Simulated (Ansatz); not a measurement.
`[NH2][Zn][O]CF` and `NCOCF` differ in one atom or group.

Ansatz, PBE0-D4/def2-TZVP geometries, multiplicity 1. Each molecule was computed in one conformer, which needn't be the lowest.

Scalar relativity is left out up to krypton.

```json
{"property": "HOMO energy (PBE0/def2-TZVPP) / eV", "`[NH2][Zn][O]CF`": "-7.09"}
{"property": "HOMO energy (B3LYP/def2-TZVPP) / eV", "`[NH2][Zn][O]CF`": "-6.87"}
{"property": "HOMO energy (ωB97M-V/def2-TZVPP) / eV", "`[NH2][Zn][O]CF`": "-9.47"}
{"property": "LUMO energy (PBE/def2-TZVPP) / eV", "`[NH2][Zn][O]CF`": "-1.38"}
{"property": "size of the dipole moment (PBE/def2-TZVPP) / D", "`[NH2][Zn][O]CF`": "1.03"}
{"property": "HOMO–LUMO gap (PBE/def2-TZVPP) / eV", "`[NH2][Zn][O]CF`": "4.31"}
```

What does the change do to each property? (An estimate is asked.)

Computed: 
```json
{"property": "HOMO energy (PBE0/def2-TZVPP) / eV", "`NCOCF`": "-7.75", "shift": "-0.66"}
{"property": "HOMO energy (B3LYP/def2-TZVPP) / eV", "`NCOCF`": "-7.50", "shift": "-0.63"}
{"property": "HOMO energy (ωB97M-V/def2-TZVPP) / eV", "`NCOCF`": "-10.18", "shift": "-0.71"}
{"property": "LUMO energy (PBE/def2-TZVPP) / eV", "`NCOCF`": "0.36", "shift": "1.74"}
{"property": "size of the dipole moment (PBE/def2-TZVPP) / D", "`NCOCF`": "1.55", "shift": "0.52"}
{"property": "HOMO–LUMO gap (PBE/def2-TZVPP) / eV", "`NCOCF`": "6.59", "shift": "2.28"}
```

With PBE0 the HOMO falls by 0.66 eV and the LUMO rises by 1.71 eV, so the gap widens by about 2.37 eV. PBE moves the HOMO by -0.54 eV and ωB97M-V by -0.71 eV. Dipoles are sizes alone; their direction can turn.

B3LYP here is the variant with VWN-RPA as its local correlation; programs differ in this.
